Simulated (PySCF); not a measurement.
# Basis-set dependence of population analyses: `CO[Si](C)(C)OC`

Species: C₄H₁₂O₂Si.
Atom-mapped SMILES: `[CH3:1][O:2][Si:3]([CH3:4])([CH3:5])[O:6][CH3:7]` (hydrogens: H8, H9, H10 on C1; H11, H12, H13 on C4; H14, H15, H16 on C5; H17, H18, H19 on C7)

PBE0 throughout (PySCF), one geometry, spherical d and f functions. Isolated species at its PBE0-D3(BJ)/def2-SVP geometry (one conformer only). Atoms taken as equivalent share a column and are averaged.

Mulliken charges (e):

| basis | functions | C1/C7 | O2/O6 | Si3 | C4/C5 | H8 (×6) | H11 (×6) |
| --- | --- | --- | --- | --- | --- | --- | --- |
| STO-3G | 51 | -0.133 | -0.383 | +0.994 | -0.421 | +0.072 | +0.075 |
| pcSseg-0 | 91 | -0.296 | -0.859 | +1.980 | -1.256 | +0.215 | +0.259 |
| 6-31G | 91 | -0.204 | -0.724 | +1.386 | -0.857 | +0.164 | +0.199 |
| 6-31G* | 126 | -0.259 | -0.568 | +1.063 | -0.790 | +0.166 | +0.196 |
| cc-pVDZ | 162 | +0.076 | -0.427 | +0.662 | -0.283 | +0.038 | +0.063 |
| def2-SVP | 162 | +0.141 | -0.511 | +0.801 | -0.354 | +0.034 | +0.074 |
| pcSseg-1 | 186 | -0.025 | -0.647 | +1.198 | -0.664 | +0.104 | +0.142 |
| 6-311+G(2d,p) | 269 | -0.328 | -0.649 | +1.801 | -0.887 | +0.149 | +0.172 |
| aug-cc-pVDZ | 273 | +0.842 | -1.019 | +2.694 | +0.466 | -0.225 | -0.321 |
| def2-TZVP | 295 | -0.222 | -0.347 | +0.582 | -0.502 | +0.120 | +0.140 |

IAO charges (e):

```tsv
basis	functions	C1/C7	O2/O6	Si3	C4/C5	H8 (×6)	H11 (×6)
STO-3G	51	-0.260	-0.453	+1.219	-0.656	+0.119	+0.135
pcSseg-0	91	-0.211	-0.603	+1.365	-0.764	+0.134	+0.165
6-31G	91	-0.230	-0.604	+1.330	-0.755	+0.140	+0.167
6-31G*	126	-0.189	-0.633	+1.441	-0.753	+0.129	+0.156
cc-pVDZ	162	-0.188	-0.628	+1.429	-0.750	+0.128	+0.156
def2-SVP	162	-0.180	-0.627	+1.437	-0.745	+0.125	+0.153
pcSseg-1	186	-0.188	-0.638	+1.455	-0.758	+0.130	+0.156
6-311+G(2d,p)	269	-0.199	-0.648	+1.473	-0.775	+0.134	+0.161
aug-cc-pVDZ	273	-0.197	-0.639	+1.443	-0.765	+0.133	+0.160
def2-TZVP	295	-0.196	-0.650	+1.487	-0.779	+0.133	+0.161
```

Hirshfeld charges (e):

| basis | functions | C1/C7 | O2/O6 | Si3 | C4/C5 | H8 (×6) | H11 (×6) |
| --- | --- | --- | --- | --- | --- | --- | --- |
| STO-3G | 51 | +0.035 | -0.250 | +0.575 | -0.138 | +0.008 | +0.013 |
| pcSseg-0 | 91 | -0.025 | -0.250 | +0.512 | -0.207 | +0.035 | +0.040 |
| 6-31G | 91 | -0.016 | -0.273 | +0.482 | -0.203 | +0.038 | +0.046 |
| 6-31G* | 126 | -0.017 | -0.243 | +0.436 | -0.203 | +0.037 | +0.045 |
| cc-pVDZ | 162 | -0.035 | -0.223 | +0.471 | -0.215 | +0.035 | +0.044 |
| def2-SVP | 162 | -0.035 | -0.227 | +0.476 | -0.218 | +0.037 | +0.044 |
| pcSseg-1 | 186 | -0.036 | -0.236 | +0.490 | -0.221 | +0.039 | +0.044 |
| 6-311+G(2d,p) | 269 | -0.037 | -0.242 | +0.490 | -0.217 | +0.039 | +0.045 |
| aug-cc-pVDZ | 273 | -0.044 | -0.240 | +0.501 | -0.227 | +0.040 | +0.047 |
| def2-TZVP | 295 | -0.040 | -0.234 | +0.483 | -0.221 | +0.039 | +0.046 |

ESP-fitted charges (e):

| basis | functions | C1/C7 | O2/O6 | Si3 | C4/C5 | H8 (×6) | H11 (×6) |
| --- | --- | --- | --- | --- | --- | --- | --- |
| STO-3G | 51 | -0.265 | -0.346 | +1.118 | -0.660 | +0.097 | +0.140 |
| pcSseg-0 | 91 | -0.150 | -0.591 | +1.487 | -0.960 | +0.106 | +0.213 |
| 6-31G | 91 | -0.071 | -0.585 | +1.248 | -0.787 | +0.085 | +0.188 |
| 6-31G* | 126 | -0.166 | -0.429 | +1.057 | -0.751 | +0.095 | +0.177 |
| cc-pVDZ | 162 | -0.141 | -0.408 | +0.996 | -0.670 | +0.084 | +0.156 |
| def2-SVP | 162 | -0.112 | -0.438 | +1.054 | -0.688 | +0.079 | +0.157 |
| pcSseg-1 | 186 | -0.125 | -0.484 | +1.200 | -0.777 | +0.087 | +0.174 |
| 6-311+G(2d,p) | 269 | -0.256 | -0.400 | +1.109 | -0.775 | +0.112 | +0.180 |
| aug-cc-pVDZ | 273 | -0.239 | -0.387 | +1.087 | -0.750 | +0.105 | +0.173 |
| def2-TZVP | 295 | -0.236 | -0.395 | +1.107 | -0.768 | +0.106 | +0.176 |

Some averages cover members that differ in this geometry, most widely: C4/C5, ESP-fitted in aug-cc-pVDZ -0.866 to -0.634; C4/C5, ESP-fitted in 6-311+G(2d,p) -0.886 to -0.664; C4/C5, ESP-fitted in 6-31G -0.897 to -0.677; H8 (×6), Mulliken in aug-cc-pVDZ -0.360 to -0.147 e.

Task: Which scheme is steadiest as the basis changes?

Result: Largest range over the bases for any column: Hirshfeld 0.14 e, IAO 0.27 e, ESP-fitted 0.49 e, Mulliken 2.11 e. Hirshfeld charges move least and Mulliken charges most, counted in e. Without the minimal STO-3G basis the ranges are Hirshfeld 0.08, IAO 0.16, ESP-fitted 0.49, Mulliken 2.11 e.

Task: How much do the charges still move between the two largest bases, aug-cc-pVDZ and def2-TZVP?

Result: At most, over all atoms: Mulliken 2.112 e, IAO 0.045 e, Hirshfeld 0.019 e, ESP-fitted 0.028 e.

Task: What do the same runs give for the total energy, the frontier levels and the dipole moment?

Result: 
| basis | energy (Eh) | HOMO (eV) | LUMO (eV) | μ (D) |
| --- | --- | --- | --- | --- |
| STO-3G | -591.8834 | -3.82 | 7.16 | 1.28 |
| pcSseg-0 | -598.1420 | -7.55 | 1.62 | 2.23 |
| 6-31G | -599.0305 | -7.39 | 1.97 | 2.43 |
| 6-31G* | -599.1701 | -7.41 | 2.16 | 1.69 |
| cc-pVDZ | -599.1964 | -7.43 | 1.51 | 1.56 |
| def2-SVP | -598.8759 | -7.52 | 1.45 | 1.64 |
| pcSseg-1 | -599.1534 | -7.64 | 1.11 | 1.72 |
| 6-311+G(2d,p) | -599.3064 | -7.66 | -0.02 | 1.59 |
| aug-cc-pVDZ | -599.2253 | -7.60 | -0.18 | 1.52 |
| def2-TZVP | -599.3399 | -7.65 | 0.89 | 1.49 |

The dipole is fixed by the density alone, so its range of 1.15 D shows that the density itself changes with the basis, not only its division among atoms.
